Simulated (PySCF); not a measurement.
# Computed records: Al$_{2}$BH$_{4}$O, AlB$_{2}$FH$_{3}$

Computed with PySCF 2.14.0. Calculation on a computer-drawn molecule: the log of a Hartree-Fock and frozen-core CCSD(T) single point meant for a local Hartree-Fock minimum, with one planted fault or none, to be diagnosed. Offsets are logged minus clean, where the clean run is the same molecule without the fault. The reference is restricted for singlets and unrestricted otherwise, and also for a bond in bohr or an excited solution. Adding or removing an electron swaps singlet and doublet. The excited solution moves the top pair (singlet) or top alpha electron (doublet) to the lowest empty orbital. Highest occupied and lowest empty are orbital energies over both spins, largest force is the largest gradient component, triples share is (T) over the correlation energy, the T1 limit is 0.02 restricted and 0.045 unrestricted, electrons count all cores, a negative frequency is imaginary (commonest isotopes), and the dipole is about the centre of nuclear charge.

Common to all runs: meant charge 0; meant multiplicity 2; meant basis cc-pV(D+d)Z; logged SCF converged yes; logged SCF stable within its kind yes; possible faults no fault, one electron removed, one electron added, multiplicity raised by two, geometry at a saddle point, SCF held on an excited solution, minimal basis STO-3G, one bond length entered in bohr, all coordinates scaled.

(1) 
```xyz
8
formula=Al2BH4O logged_electrons=43 logged_basis_functions=94 logged_spin_squared=1.7674 logged_highest_occupied=-6.9194 logged_lowest_empty=0.37516 logged_largest_force=0.037982 logged_CC_converged=no logged_dipole_magnitude=3.018 logged_energy_HF=-585.56497 planted_fault=one_bond_length_entered_in_bohr,row_3_of_the_drawn_bonds HF_energy_offset_from_clean_run=113.2
B     -3.1355    -0.4375     0.9234
Al    -2.9907     1.0407    -0.5085
O     -1.4801     1.4551    -1.1311
Al     1.2944     2.3420    -2.3946
H     -3.2354    -1.2881     1.7492
H     -4.2827     1.7857    -1.0248
H      2.1161     3.4986    -1.7063
H      1.8177     1.6082    -3.6887
```

Units: logged_highest_occupied, logged_lowest_empty in eV; logged_largest_force in hartree/bohr; logged_dipole_magnitude in debye; logged_energy_HF in hartree; HF_energy_offset_from_clean_run in kcal/mol.

Drawn bonds:
```
atom  other atom  order
   1           2      1
   2           3      1
   3           4      1
   1           5      1
   2           6      1
   4           7      1
   4           8      1
```

Notes: CCSD not converged.

(2) 
```xyz
7
formula=AlB2FH3 logged_electrons=35 logged_basis_functions=80 logged_spin_squared=1.7034 logged_highest_occupied=-8.3138 logged_lowest_empty=0.65561 logged_largest_force=0.013825 logged_T1_diagnostic=0.025749 logged_D1_diagnostic=0.10255 logged_triples_share=0.021749 logged_CC_converged=yes logged_dipole_magnitude=2.2875 logged_energy_HF=-392.34406 logged_energy_CCSD(T)=-392.75374 planted_fault=one_bond_length_entered_in_bohr,row_2_of_the_drawn_bonds HF_energy_offset_from_clean_run=58.8 CCSD(T)_energy_offset_from_clean_run=72.92
B     -0.1962    -2.4736     0.5843
Al     0.3244    -0.5778     1.2055
B     -2.0045     2.7418     1.1999
F      1.8860    -0.4236     1.7689
H     -0.5181    -3.5587     0.2202
H     -2.6905     3.0482     2.1395
H     -2.0565     3.4902     0.2592
```

Units: logged_highest_occupied, logged_lowest_empty in eV; logged_largest_force in hartree/bohr; logged_dipole_magnitude in debye; logged_energy_HF, logged_energy_CCSD(T) in hartree; HF_energy_offset_from_clean_run, CCSD(T)_energy_offset_from_clean_run in kcal/mol.

Drawn bonds:
```
atom  other atom  order
   1           2      1
   2           3      1
   2           4      1
   1           5      1
   3           6      1
   3           7      1
```
